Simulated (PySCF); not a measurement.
PySCF input for H₄PSi, SMILES [SiH3][PH], multiplicity 2, PBE-D3(BJ)/def2-TZVP. Geometry: PBE-D3(BJ)/def2-TZVP. The isomer is the one that the SMILES or the coordinates give; other isomers of the formula were not compared.

```python
import numpy as np
from pyscf import gto, scf, dft, df
from pyscf.hessian import thermo

mol = gto.M(
    atom='''
    Si    0.00064203   -1.04972315    0.00000000
    P    -0.09388755    1.20773496    0.00000000
    H     0.72223847   -1.55003191    1.21442690
    H    -1.38690260   -1.60461248    0.00000000
    H     0.72223845   -1.55003190   -1.21442692
    H     1.34175051    1.28477592   -0.00000000
    ''',
    basis='def2-TZVP',
    charge=0,
    spin=1,
    max_memory=1600,
    verbose=3,
)
mf = dft.UKS(mol, xc='pbe').density_fit(auxbasis='def2-universal-jkfit')
mf.disp = 'd3bj'
mf.grids.level = 3
mf.conv_tol = 1e-11
mf.max_cycle = 100
mf.kernel()
fine, coarse = mf.grids, dft.Grids(mol).set(level=1).build(with_non0tab=True)
for _ in range(3):  # follow internal instabilities
    mf.grids = coarse
    mo, _, stable, _ = mf.stability(return_status=True, nroots=4)
    mf.grids = fine
    if stable:
        break
    mf.kernel(mf.make_rdm1(mo, mf.mo_occ))

# [left out here: the lines that compute and print the analytic Hessian (its translational invariance restored by hand, since the grid's response is missing), thermochemistry and intensities]
```

Log of the run:

```

WARN: HOMO -0.218172513425305 >= LUMO -0.218172513425303

converged SCF energy = -632.911534022562  <S^2> = 0.75489615  2S+1 = 2.0048902
<class 'pyscf.df.df_jk.DFUKS'> wavefunction is stable in the internal stability analysis

WARN: DFTD3 does not support analytical Hessian, using finite difference


WARN: Mole.unit (angstrom) is changed to Bohr

Mode                                 0                   1                   2
Irrep
Freq [cm^-1]                      176.7100            435.0734            457.0757
Reduced mass [au]                   1.0387              4.2457              1.2463
Force const [Dyne/A]                0.0191              0.4735              0.1534
Char temp [K]                     254.2464            625.9737            657.6301
Normal mode                   x     y     z       x     y     z       x     y     z
       0  Si                 0.00  0.00  0.01   -0.02  0.12 -0.00    0.03  0.05 -0.00
       1   P                -0.00 -0.00 -0.03    0.01 -0.11  0.00   -0.01 -0.06  0.00
       2   H                 0.26 -0.05 -0.17    0.07  0.22 -0.01   -0.20 -0.24  0.02
       3   H                -0.00  0.00  0.24    0.07 -0.09  0.00   -0.19  0.60  0.00
       4   H                -0.26  0.05 -0.17    0.07  0.22  0.01   -0.20 -0.24 -0.02
       5   H                -0.00  0.00  0.84    0.02 -0.30  0.00   -0.04  0.45  0.00
Mode                                 3                   4                   5
Irrep
Freq [cm^-1]                      459.2530            742.9831            851.8353
Reduced mass [au]                   1.1097              1.1281              1.0930
Force const [Dyne/A]                0.1379              0.3669              0.4673
Char temp [K]                     660.7628           1068.9873           1225.6014
Normal mode                   x     y     z       x     y     z       x     y     z
       0  Si                -0.00 -0.00 -0.05    0.05  0.01  0.00   -0.01  0.05  0.00
       1   P                 0.00  0.00  0.02   -0.03  0.03  0.00    0.00 -0.00  0.00
       2   H                 0.00  0.60  0.20   -0.15 -0.24  0.01    0.05 -0.51 -0.25
       3   H                 0.00 -0.00  0.28   -0.07  0.27 -0.00    0.19 -0.47 -0.00
       4   H                 0.00 -0.60  0.20   -0.15 -0.24 -0.01    0.05 -0.51  0.25
       5   H                 0.00 -0.00  0.12    0.03 -0.80 -0.00   -0.01  0.09 -0.00
Mode                                 6                   7                   8
Irrep
Freq [cm^-1]                      899.0022            905.3416           2137.4001
Reduced mass [au]                   1.0335              1.0378              1.0240
Force const [Dyne/A]                0.4921              0.5012              2.7562
Char temp [K]                    1293.4640           1302.5850           3075.2429
Normal mode                   x     y     z       x     y     z       x     y     z
       0  Si                 0.03  0.01  0.00    0.00  0.00 -0.03   -0.02  0.02 -0.00
       1   P                 0.00 -0.00  0.00    0.00 -0.00 -0.00    0.00  0.00 -0.00
       2   H                -0.52  0.02  0.33   -0.36 -0.25  0.10    0.33 -0.22  0.56
       3   H                 0.18 -0.41 -0.00    0.00 -0.00  0.75   -0.19 -0.06 -0.00
       4   H                -0.52  0.02 -0.33    0.36  0.25  0.10    0.33 -0.22 -0.56
       5   H                 0.00  0.07 -0.00    0.00  0.00  0.02   -0.02  0.00 -0.00
Mode                                 9                  10                  11
Irrep
Freq [cm^-1]                     2145.5891           2173.0155           2297.3505
Reduced mass [au]                   1.0513              1.0460              1.0391
Force const [Dyne/A]                2.8514              2.9101              3.2312
Char temp [K]                    3087.0251           3126.4854           3305.3758
Normal mode                   x     y     z       x     y     z       x     y     z
       0  Si                 0.00  0.00 -0.04    0.04  0.01  0.00   -0.00  0.00  0.00
       1   P                -0.00 -0.00 -0.00   -0.00 -0.00  0.00   -0.03 -0.00 -0.00
       2   H                 0.34 -0.23  0.55   -0.05  0.05 -0.11    0.01 -0.00  0.01
       3   H                -0.00 -0.00 -0.01   -0.89 -0.35  0.00    0.03  0.01  0.00
       4   H                -0.34  0.23  0.55   -0.05  0.05  0.11    0.01 -0.00 -0.01
       5   H                 0.00  0.00  0.00    0.04  0.01  0.00    0.98  0.07  0.00
temperature 298.1500 [K]
pressure 101325.00 [Pa]
Rotational constants [GHz] 63.32642 5.74812 5.61814
Symmetry number 1
Zero-point energy (ZPE) 0.03117 [Eh]   81828.336 [J/mol]
                           tot       elec      trans        rot        vib
Entropy [J/mol/K]       283.496      5.763    160.436     94.471     22.826
Cv [J/mol/K]             59.615      0.000     12.472     12.472     34.671
Cp [J/mol/K]             67.929      0.000     20.786     12.472     34.671
Internal energy [J/mol]                      3718.434   3718.434  86182.030
Internal energy [Eh]   -632.87588  -632.91153
Enthalpy [J/mol]                             6197.391   3718.434  86182.030
Enthalpy [Eh]          -632.87493
Gibbs free energy [J/mol]                  -41636.504 -24448.060  79376.511
Gibbs free energy [Eh] -632.90713
mode   freq/cm-1   IR/(km/mol)
   1      176.71         3.244
   2      435.07         1.483
   3      457.08        14.577
   4      459.25        14.884
   5      742.98        24.222
   6      851.84       204.244
   7      899.00        41.769
   8      905.34        35.177
   9     2137.40        48.065
  10     2145.59        78.235
  11     2173.02        77.413
  12     2297.35        40.987
max |gradient| / (hartree/bohr): 2.890072291134943e-05
APT charges: [ 0.7796 -0.0343 -0.2272 -0.2198 -0.2272 -0.0712]
```

The calculation finished and met its thresholds.

Cost: roughly 110 core-seconds.
